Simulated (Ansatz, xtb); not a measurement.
C4H7B2N: which of two isomers lies lower

Structure X: `Bc1cccn1B`, a singlet. Structure Y: `Bc1ccn(B)c1`, a singlet. Both are isolated molecules in the gas phase, relaxed with B3LYP/def2-SVP; the shapes shown needn't be the lowest conformers.

X (Å):

| atom | x (Å) | y (Å) | z (Å) |
| --- | --- | --- | --- |
| C | -0.9820 | 0.9489 | -0.6706 |
| C | 0.0525 | 1.7342 | -0.1675 |
| C | 0.2581 | 1.4232 | 1.2047 |
| C | -0.6572 | 0.4471 | 1.5239 |
| B | -1.5187 | 0.9663 | -2.0912 |
| B | -2.4647 | -0.8437 | 0.4224 |
| N | -1.4245 | 0.1348 | 0.4148 |
| H | -2.4179 | 0.2595 | -2.4662 |
| H | -1.0054 | 1.7339 | -2.8687 |
| H | 0.6039 | 2.4674 | -0.7551 |
| H | 0.9903 | 1.8618 | 1.8802 |
| H | -0.8322 | -0.0644 | 2.4689 |
| H | -2.6729 | -1.4195 | 1.4586 |
| H | -3.0891 | -1.0632 | -0.5748 |

Y (Å):

| atom | x (Å) | y (Å) | z (Å) |
| --- | --- | --- | --- |
| C | -1.9291 | 1.3719 | -0.0615 |
| C | -0.7679 | 1.8871 | 0.6554 |
| C | 0.1966 | 0.9282 | 0.6533 |
| C | -1.5723 | 0.0945 | -0.4600 |
| B | -3.2745 | 2.0353 | -0.3488 |
| B | 0.4130 | -1.4243 | -0.2681 |
| N | -0.2851 | -0.2017 | -0.0390 |
| H | -4.1202 | 1.4340 | -0.9684 |
| H | -3.5120 | 3.1563 | 0.0333 |
| H | -0.6917 | 2.8725 | 1.1126 |
| H | 1.1993 | 0.9142 | 1.0746 |
| H | -0.1458 | -2.2941 | -0.8812 |
| H | 1.5305 | -1.5372 | 0.1596 |
| H | -2.1451 | -0.6418 | -1.0215 |

Estimate which is lower in electronic energy at CCSD(T)/def2-SVP + ΔMP2/def2-TZVPP, and by roughly how much.

Too close to call at this level: CCSD(T)/def2-SVP + ΔMP2/def2-TZVPP gives E(Y) − E(X) = +1.61 kcal/mol.

How the difference moves with the method:

| level | geometry | E(Y) − E(X) (kcal/mol) | departure from the last row (kcal/mol) | job, with rough time for the two |
| --- | --- | --- | --- | --- |
| GFN2-xTB | GFN2-xTB | +1.30 | −0.31 | optimisation, 0.22 s |
| HF/STO-3G | GFN2-xTB | +0.73 | −0.88 | single point, 0.78 s |
| r2SCAN-D4/def2-SVP | GFN2-xTB | +3.00 | +1.39 | single point, 5.1 s |
| B3LYP/def2-SVP | B3LYP/def2-SVP | +2.02 | +0.41 | optimisation, 49 s |
| HF/def2-SVP | B3LYP/def2-SVP | −0.35 | −1.96 | part of the CCSD(T) run |
| MP2/def2-SVP | B3LYP/def2-SVP | +1.68 | +0.07 | part of the CCSD(T) run |
| CCSD(T)/def2-SVP | B3LYP/def2-SVP | +1.19 | −0.42 | single point |
| CCSD(T)/def2-SVP + ΔMP2/def2-TZVPP | B3LYP/def2-SVP | +1.61 |  | single point, 81 s |

As drawn, both hold the same kinds of bond in the same numbers.

HF/def2-SVP finds them nearly level. The largest departure from CCSD(T)/def2-SVP + ΔMP2/def2-TZVPP is that of HF/def2-SVP, 1.96 kcal/mol. The last row adds to CCSD(T) the change of the MP2 difference between the two basis sets, here +0.42 kcal/mol.

With thermal terms from frequencies at re-optimised GFN2-xTB minima (ideal gas, soft modes damped towards free rotors, one conformer each, 298.15 K, 1 atm): on the last row, ΔE + ΔZPE = +1.42, ΔH = +1.47, ΔG = +1.39 kcal/mol.

The correlated steps freeze 7 core orbitals. Run with Ansatz 0.2.0, xtb 6.7.1; the last row on 2 threads of Intel(R) Xeon(R) Platinum 8259CL CPU @ 2.50GHz (Skylake/Cascade Lake) on a shared host.
